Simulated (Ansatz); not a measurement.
Cost and result for the atomization energy of `CC(C)[NH][Ge]([Cl])([Cl])[Cl]` (16 atoms, 15 bonds).

Z-matrix (Å, degrees):
```
C
C 1 1.519
H 1 1.091 2 110.7
H 1 1.092 2 110.8 3 -120.9
H 1 1.095 2 110.4 3 119.8
C 2 1.521 1 111.7 3 178.1
N 2 1.462 1 109.1 3 -56.7
H 2 1.096 1 108.0 3 58.7
H 6 1.095 2 110.3 1 61.1
H 6 1.091 2 111.3 1 -178.8
H 6 1.093 2 110.9 1 -58.2
Ge 7 1.792 2 122.6 1 147.6
H 7 1.012 2 113.8 1 -68.2
Cl 12 2.125 7 107.7 2 -179.3
Cl 12 2.128 7 108.8 2 -59.1
Cl 12 2.146 7 116.4 2 60.1
```

Total charge 0; spin multiplicity 1. Correlated methods include outer-core shells of Ge, which these sets cover unevenly. Scalar relativity is left out up to krypton. The structure was optimised at the PBE0-D4/def2-TZVP level. It is one conformer, not always the lowest. Program: Ansatz. All runs use 5 threads of an AMD EPYC 7R13 on a shared host and a share of an NVIDIA H100 80 GB. Times are those of one run each, without the atoms' runs, and a repeat can differ threefold. Electronic energies, without spin–orbit coupling; frozen cores. CCSD(T)/CBS adds CCSD(T) − MP2 in def2-TZVPP to the MP2 limit, and its time is that of the two runs behind it. T1 = 0.010. With those shells the extrapolation isn't a true limit. B3LYP takes the VWN-RPA correlation (the form of Gaussian; ORCA's B3LYP/G).

CCSD(T)/CBS is a level of theory with its own doubt, some kJ/mol a heavy atom from the limit and from the frozen cores, so smaller differences don't rank the functionals.

```
                            level  functions  wall time  atomization (kJ/mol)  difference from CCSD(T)/CBS  per bond
             revPBE-D4/def2-TZVPP        410      5.5 s                5815.2                        -27.0      -1.8
           LDA (SPW92)/def2-TZVPP        410        8 s                6696.7                        854.5      57.0
                 CCSD(T)/def2-SVP        182      9.5 s                5517.4                       -324.8     -21.7
          CAM-B3LYP-D4/def2-TZVPP        410       11 s                5834.7                         -7.5      -0.5
              BHLYP-D4/def2-TZVPP        410       12 s                5670.1                       -172.1     -11.5
              PBE-QIDH/def2-TZVPP        410       12 s                5837.6                         -4.6      -0.3
B3LYP-D4/def2-TZVPP (with forces)        410       13 s                5809.9                        -32.3      -2.2
 ωB97M-V/def2-TZVPP (with forces)        410       15 s                5855.1                         12.9       0.9
            r2SCANh-D4/def2-TZVPP        410       15 s                5826.6                        -15.6      -1.0
                   MP2/def2-QZVPP        767       17 s                5894.7                         52.5       3.5
               ωB97X-V/def2-TZVPP        410       19 s                5866.0                         23.8       1.6
               CCSD(T)/def2-TZVPP        410       47 s                5697.5                       -144.7      -9.6
                CCSD(T)/CBS(def2)          –       64 s                5842.2                          0.0       0.0
```

From r2SCAN to r2SCAN0 (25 % exact exchange), in def2-TZVPP and without D4, the atomization energy moves by −77.1 kJ/mol: exact exchange takes away binding that semilocal exchange gives to molecules. At CCSD(T), def2-SVP lies −324.9 kJ/mol from the extrapolated value and def2-TZVPP −144.7 kJ/mol: correlation converges slowly with the basis, and small sets miss more of it in the bonded molecule than in its fragments. In def2-TZVPP, CCSD(T) changes the Hartree–Fock value by +1454.1 kJ/mol (the triples alone add +97.4 kJ/mol) and MP2 by +1567.1 kJ/mol; breaking electron pairs costs correlation energy, which Hartree–Fock lacks.
